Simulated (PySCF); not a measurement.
Predicted microwave data (PySCF, PBE0-D3(BJ)/def2-SVP geometry optimisation, gas phase) for one isomer of C3H10SSi2:

```
Rotational constants : A = 6719, B = 711.4, C = 671.9 MHz
Dipole components    : |μa| = 0.00 D, |μb| = 0.32 D, |μc| = 0.11 D
Inertial defect      : -33.52 u·Å²
κ                    : -0.99
```

Question: Which structure is it? (One computed conformer of each.)
A. `[CH3:1][S:2][SiH2:3]/[CH:4]=[CH:5]/[SiH3:6]` with C1–S2–Si3–C4 60°, S2–Si3–C4–C5 -110°
B. `[CH2:1]=[CH:2][CH2:3][SiH2:4][S:5][SiH3:6]` with C1–C2–C3–Si4 -101°, C2–C3–Si4–S5 -174°, C3–Si4–S5–Si6 -177°
C. `[CH3:1][S:2][SiH2:3]/[CH:4]=[CH:5]\[SiH3:6]` with C1–S2–Si3–C4 -61°, S2–Si3–C4–C5 107°
D. `[CH2:1]=[CH:2][SiH2:3][S:4][SiH2:5][CH3:6]` with C1–C2–Si3–S4 -117°, C2–Si3–S4–Si5 -170°, Si3–S4–Si5–C6 -174°
E. `[CH2:1]=[C:2]([CH3:3])[SiH2:4][S:5][SiH3:6]` with C1–C2–Si4–S5 122°, C2–Si4–S5–Si6 158°

Answer: D. It is C=C[SiH2]S[SiH2]C, a near-prolate asymmetric top, point group C1. The candidates at the same level (rigid rotor, commonest isotopes):

```
             SMILES  A (MHz)  B (MHz)  C (MHz)  μa (D)  μb (D)  μc (D)  Δ (u·Å²)  point group                        rotor
CS[SiH2]/C=C\[SiH3]     2965    955.5    841.9    1.13    0.50    0.79    -99.05           C1               asymmetric top
  C=C[SiH2]S[SiH2]C     6719    711.4    671.9    0.00    0.32    0.11    -33.52           C1  near-prolate asymmetric top
CS[SiH2]/C=C/[SiH3]     3679    718.8    640.9    0.99    0.74    0.74    -51.89           C1  near-prolate asymmetric top
  C=CC[SiH2]S[SiH3]     6253    667.2    630.8    0.59    0.63    0.16    -37.07           C1  near-prolate asymmetric top
C=C(C)[SiH2]S[SiH3]     4385    840.7    791.8    0.77    0.32    0.80    -78.09           C1  near-prolate asymmetric top
```

`C=C(C)[SiH2]S[SiH3]` has A 35 % too low; `CS[SiH2]/C=C/[SiH3]` has A 45 % too low; `CS[SiH2]/C=C\[SiH3]` has A 56 % too low; `C=CC[SiH2]S[SiH3]` has A 7 % too low. No structure here is proved a minimum.
